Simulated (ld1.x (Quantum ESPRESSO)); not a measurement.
**A failed generation for tungsten (W)**

Input:

```
&input
   title='W', zed=74., rel=1, dft='PZ', iswitch=3,
   config='[Xe] 4f14 5d4 6s2 6p0',
   nld=3, rlderiv=3.00, eminld=-2.0, emaxld=5.0, deld=0.02
 /
 &inputp
   pseudotype=3, tm=.true., lloc=-1, rcloc=2.30,
   nlcc=.false.,
   which_augfun='PSQ', rmatch_augfun=1.08,
   file_pseudopw='W.UPF', file_wfcaegen='ae.wfc', file_wfcncgen='nc.wfc', file_beta='beta', file_chi='chi', file_wfcusgen='us.wfc'
 /
6
6S  1  0   2.00   0.00  1.68  2.16  0.0
6S  1  0   0.00   1.20  1.68  2.16  0.0
6P  2  1   0.00   0.00  2.40  2.76  0.0
6P  2  1   0.00   0.35  2.40  2.76  0.0
5D  3  2   4.00   0.00  1.18  1.36  0.0
5D  3  2   0.00   1.55  1.18  1.36  0.0
 &test
   configts(1)='5d4 6s2 6p0'
 /
```

```bash
ld1.x < W.in > W.out
```

End of the output:

```
       Zero norm: self consistency problem; state:  2 (l=  0, j=0.0)
       Zero norm: self consistency problem; state:  2 (l=  0, j=0.0)
       Zero norm: self consistency problem; state:  2 (l=  0, j=0.0)
       Zero norm: self consistency problem; state:  2 (l=  0, j=0.0)
       Zero norm: self consistency problem; state:  1 (l=  2, j=0.0)
       Zero norm: self consistency problem; state:  2 (l=  0, j=0.0)
       Zero norm: self consistency problem; state:  2 (l=  0, j=0.0)
       Zero norm: self consistency problem; state:  2 (l=  0, j=0.0)
       Zero norm: self consistency problem; state:  2 (l=  0, j=0.0)
       Zero norm: self consistency problem; state:  2 (l=  0, j=0.0)
       Zero norm: self consistency problem; state:  2 (l=  0, j=0.0)
       Zero norm: self consistency problem; state:  2 (l=  0, j=0.0)
       Zero norm: self consistency problem; state:  2 (l=  0, j=0.0)
       Zero norm: self consistency problem; state:  2 (l=  0, j=0.0)
       Zero norm: self consistency problem; state:  1 (l=  2, j=0.0)
       Zero norm: self consistency problem; state:  2 (l=  0, j=0.0)
       Zero norm: self consistency problem; state:  2 (l=  0, j=0.0)

 %%%%%%%%%%%%%%%%%%%%%%%%%%%%%%%%%%%%%%%%%%%%%%%%%%%%%%%%%%%%%%%%%%%%%%%%%%%%%%
     Error in routine chargeps (1):
     negative rho
 %%%%%%%%%%%%%%%%%%%%%%%%%%%%%%%%%%%%%%%%%%%%%%%%%%%%%%%%%%%%%%%%%%%%%%%%%%%%%%

     stopping ...
```

Task: Why did it fail, and what change makes it run?

Result: The run stopped because the pseudo-density turned negative during the self-consistent test, most likely because a state had been found with a wrong node count and its wave set to zero before. A run that differs only in the following succeeds: all radii scaled by about 1.11 (s 2.40, p 3.05, d 1.50 bohr, rcut 1.85/2.65/1.30); local potential all-electron potential smoothed inside 2.55 bohr (lloc = -1); augmentation PSQ, radius 1.20 bohr. The answer isn't unique; the calculation gave this one.
